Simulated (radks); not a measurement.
Dynamic dipole polarisability and lines of the arsenic ion As5+, [Ar] 3d10. All-electron calculation, non-relativistic Kohn-Sham, exchange-only LDA, spin-polarised, spherical densities, point nucleus. Program: a radial shooting solver on a logarithmic mesh with Libxc functionals. Time-dependent linear response with the Hartree and adiabatic exchange-only LDA kernel, continuum included through the Sternheimer equations. Lines are the poles of the dipole polarisability below minus the highest occupied eigenvalue, found on a grid refined at the orbital gaps; the lowest seven at most are given, and weak or close lines can be missed. The first line takes the name of the lowest orbital gap if no other gap lies below it; otherwise a line is named after a gap within 0.6 % of it, if that gap stands alone.

photon energy (eV),alpha (bohr^3)
0,0.5582
1.743,0.5584
8.714,0.5646
15.685,0.5801
22.656,0.6080
29.626,0.6561
36.597,0.7459
43.568,0.9678
50.539,2.298
57.510,-0.1116
64.481,0.3555
71.452,0.6023
78.423,1.209
85.394,-0.6758
92.365,-2.392
99.336,-0.7882

Lines (eV, oscillator strength): 51.556 (24.05 nm, 3d-4p), f = 0.106; 52.107 (23.79 nm, unassigned), f = 0.467; 79.488 (15.60 nm, 3d-5p), f = 0.0552; 83.658 (14.82 nm, 3d-4f), f = 0.539; 90.019 (13.77 nm, 3d-6p), f = 0.0205; 91.952 (13.48 nm, unassigned), f = 0.295; 96.367 (12.87 nm, unassigned), f = 0.174. Higher lines, where found, are left out when the end of the mesh affects them. Those listed give 47 % of the static polarisability (sum of f/w^2). Orbital energy gaps for comparison: 3d-4p 51.093 eV; 3d-5p 79.237 eV; 3d-4f 83.402 eV; 3d-6p 89.909 eV; 3d-5f 91.744 eV.
